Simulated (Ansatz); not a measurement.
A run for Ansatz (a program for electronic structure): R-B3LYP/def2-TZVPP on BrGeH3O (SMILES [OH][GeH2][Br]), a point of a torsion scan.

Ansatz 0.2 input:
```yaml
crystal:
  periodic: [false, false, false]
  atoms:
    - {symbol: O, position_ang: [1.27777111, 0.18244173, -0.43420784]}
    - {symbol: Ge, position_ang: [-0.34998159, -0.24448517, -0.03993522]}
    - {symbol: Br, position_ang: [-0.79755952, 0.54246102, 2.04727408]}
    - {symbol: H, position_ang: [1.82756955, 0.66732682, 0.17833281]}
    - {symbol: H, position_ang: [-0.44567188, -1.74635499, -0.02640982]}
    - {symbol: H, position_ang: [-1.26024916, 0.43837523, -1.02489875]}
basis:
  gaussian:
    orbitals: def2-TZVPP
hamiltonian:
  xc: {name: B3LYP}
scf: {lower_state_search: off}
```

Output:

```
WARN ansatz: RAYON_NUM_THREADS=1 ignored (pool sized by the plan → 1); use --threads N
Functional definition: B3LYP
these checks for a lower state are left out or cut short: stability, starts, cluster_reference, orbital_swaps, neighbouring_geometries, increment
integrals: 0.09 GiB planned
1130 factors; their error is unknown
mean field: 0.87 GiB planned
mean field evaluation 1: about -128659.1279 eV, gradient 6.1e1 eV
mean field evaluation 2: about -128639.3476 eV, gradient 1.2e2 eV
mean field evaluation 4: about -128664.6034 eV, gradient 5.9e0 eV
mean field evaluation 8: about -128665.2059 eV, gradient 3.5e-1 eV
mean field evaluation 16: about -128665.2060 eV, gradient 8.7e-6 eV
mean field -128665.20595385 eV, -4728.3591063950 hartree, gradient 2.3e-6 eV, S^2 0.000000; 0 other end points of the search recorded, 0 dependent functions left out
reference -128665.20618878 eV, -4728.3591150287 hartree; 39, 39 occupied and 130, 130 virtual orbitals, 1130 factors
Total energy: -128665.20618878 eV, -4728.3591150287 hartree
Checks for a lower state left out: stability, starts, cluster_reference, orbital_swaps, neighbouring_geometries, increment
```

The run converged.

Cost: around 2.1 core-seconds (rough).
